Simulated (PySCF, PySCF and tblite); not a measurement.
A run on one conformer of C₉H₁₅N, numbered as in [CH2:1]=[N:2][CH2:3][C@@H:4]1[CH2:5][CH2:6][CH2:7][CH2:8][C:9]1=[CH2:10], from an ensemble study. The sound level was PBE0/6-31G* on GFN2-xTB geometries.

Input:

```
{"job": {"xc": "PBE0", "basis": "6-31G*", "grid": 0, "kind": "nmr", "pop": false}, "charge": 0, "multiplicity": 1}
C      3.524489     0.280212    -1.105264
N      2.457772    -0.335795    -0.895092
C      1.205780     0.353745    -0.915150
C      0.513938     0.205020     0.455195
C      0.198501    -1.261941     0.773784
C     -0.966649    -1.803043    -0.048703
C     -2.201717    -0.928281     0.133086
C     -1.896565     0.511955    -0.283095
C     -0.736019     1.042276     0.505937
C     -0.806669     2.155530     1.217577
H      3.587192     1.352613    -1.330122
H      4.454135    -0.268993    -1.073427
H      0.594664    -0.117588    -1.688314
H      1.315908     1.426155    -1.153222
H      1.220789     0.576119     1.206455
H      1.094414    -1.856660     0.592710
H     -0.054592    -1.334363     1.834499
H     -0.694925    -1.838368    -1.105239
H     -1.186003    -2.825251     0.267103
H     -2.504550    -0.939515     1.182743
H     -3.031642    -1.316723    -0.461208
H     -1.652836     0.530863    -1.349104
H     -2.772948     1.144015    -0.128848
H     -1.703723     2.751016     1.256504
H      0.030321     2.521143     1.789266
```

Command: OMP_NUM_THREADS=1 python ens_run.py task.json out

Output:

```
final grid: 20136 points
cycle   1  E = -406.2189640729  dE =  1.314e+00  |g| = 4.939e-01  |ddm| = 4.473e+00
cycle   2  E = -406.1957347794  dE =  2.323e-02  |g| = 6.002e-01  |ddm| = 1.237e+00
cycle   3  E = -406.2840508531  dE = -8.832e-02  |g| = 1.430e-01  |ddm| = 7.318e-01
cycle   4  E = -406.2883304736  dE = -4.280e-03  |g| = 4.215e-02  |ddm| = 1.419e-01
cycle   5  E = -406.2887379463  dE = -4.075e-04  |g| = 8.510e-03  |ddm| = 4.485e-02
cycle   6  E = -406.2887548669  dE = -1.692e-05  |g| = 2.424e-03  |ddm| = 1.127e-02
cycle   7  E = -406.2887563070  dE = -1.440e-06  |g| = 6.154e-04  |ddm| = 3.006e-03
cycle   8  E = -406.2887563827  dE = -7.575e-08  |g| = 2.347e-04  |ddm| = 7.833e-04
cycle   9  E = -406.2887563969  dE = -1.422e-08  |g| = 5.293e-05  |ddm| = 2.609e-04
cycle  10  E = -406.2887563976  dE = -6.173e-10  |g| = 1.583e-05  |ddm| = 6.187e-05
converged SCF energy = -406.2887563976

GIAO shielding tensors (ppm)
atom      isotropic    diamagn.    paramagn.     s11        s22        s33       span
  0 C       54.253     256.900    -202.647    -34.005     67.614    129.151    163.157
  1 N      -96.502     323.391    -419.893   -436.832   -129.124    276.450    713.283
  2 C      132.613     247.879    -115.266    103.241    128.807    165.793     62.552
  3 C      148.545     243.088     -94.543    137.319    148.760    159.557     22.238
  4 C      167.946     244.300     -76.353    160.541    168.531    174.767     14.226
  5 C      174.379     243.597     -69.218    166.853    173.863    182.423     15.570
  6 C      166.851     242.723     -75.872    164.213    165.979    170.361      6.148
  7 C      163.116     247.285     -84.169    156.275    163.450    169.622     13.347
  8 C       52.411     246.946    -194.536    -57.267     42.743    171.756    229.023
  9 C       89.939     260.513    -170.574      2.403    114.618    152.795    150.392
 10 H       24.753      30.733      -5.980     21.662     24.751     27.848      6.186
 11 H       25.206      28.519      -3.313     23.779     24.432     27.406      3.627
 12 H       27.698      31.928      -4.230     25.005     28.252     29.838      4.833
 13 H       29.289      32.530      -3.241     26.186     29.147     32.533      6.347
 14 H       30.061      33.212      -3.152     27.712     28.144     34.326      6.615
 15 H       29.533      29.939      -0.406     24.610     28.103     35.886     11.276
 16 H       30.789      30.814      -0.025     26.498     29.428     36.440      9.942
 17 H       30.378      30.511      -0.133     27.027     29.046     35.060      8.033
 18 H       30.667      29.439       1.228     25.639     28.758     37.605     11.966
 19 H       30.807      29.548       1.259     27.051     29.300     36.071      9.020
 20 H       30.447      29.032       1.415     25.613     28.713     37.014     11.401
 21 H       30.041      30.950      -0.909     27.387     28.675     34.061      6.674
 22 H       30.110      30.525      -0.415     25.815     29.049     35.467      9.653
 23 H       27.635      31.297      -3.662     24.809     26.041     32.056      7.247
 24 H       27.594      33.103      -5.510     24.559     26.122     32.100      7.542
```

What is wrong with this calculation, and what did it do to the result?

The setting at fault: integration grid far too coarse. The run converged. Shieldings averaged over the conformers (ppm), as run and sound:
```json
{"atoms": "C1", "as run": "53.7", "sound": "53.6"}
{"atoms": "N2", "as run": "-95.8", "sound": "-95.3"}
{"atoms": "C3", "as run": "131.7", "sound": "131.5"}
{"atoms": "C4", "as run": "151.2", "sound": "151.0"}
{"atoms": "C5", "as run": "164.4", "sound": "163.4"}
{"atoms": "C6", "as run": "171.2", "sound": "170.5"}
{"atoms": "C7", "as run": "166.2", "sound": "166.1"}
{"atoms": "C8", "as run": "160.3", "sound": "159.7"}
{"atoms": "C9", "as run": "52.5", "sound": "52.5"}
{"atoms": "C10", "as run": "91.8", "sound": "92.3"}
{"atoms": "H1a", "as run": "24.8", "sound": "24.8"}
{"atoms": "H1b", "as run": "25.2", "sound": "25.2"}
{"atoms": "H3b", "as run": "28.6", "sound": "28.6"}
{"atoms": "H3a", "as run": "28.5", "sound": "28.6"}
{"atoms": "H4", "as run": "29.8", "sound": "29.9"}
{"atoms": "H5b", "as run": "30.7", "sound": "30.8"}
{"atoms": "H5a", "as run": "30.6", "sound": "30.3"}
{"atoms": "H6a", "as run": "30.5", "sound": "30.5"}
{"atoms": "H6b", "as run": "30.8", "sound": "30.8"}
{"atoms": "H7a", "as run": "30.6", "sound": "30.6"}
{"atoms": "H7b", "as run": "30.6", "sound": "30.7"}
{"atoms": "H8a", "as run": "30.0", "sound": "30.0"}
{"atoms": "H8b", "as run": "30.1", "sound": "30.2"}
{"atoms": "H10a", "as run": "27.6", "sound": "27.6"}
```
